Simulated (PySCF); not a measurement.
**Excitation energy of C²⁺ by level of theory**

C²⁺ [He] 2s2 (1S) → C²⁺ [He] 2s1 3d1 (3D), as a difference of total energies. Calculation: PySCF 2.14, in dyall-acv3z (15s9p4d2f, 76 functions); scalar relativity by spin-free X2C-1e. Correlated levels: valence and next inner shell: nothing frozen; virtual orbitals above 40 to 60 times the deepest correlated orbital energy dropped. The calculations carry no spin-orbit coupling.

| method | excitation energy (cm⁻¹) |
| --- | --- |
| UHF | 255960 |
| MP2 (valence and next inner shell) | 265320 |
| SCS-MP2 (valence and next inner shell) | 267970 |
| CCSD (valence and next inner shell) | 270210 |
| CCSD(T) (valence and next inner shell) | 270310 |

The promoted electron is Rydberg-like, and one or two diffuse shells describe it only roughly, which tends to raise the upper state.
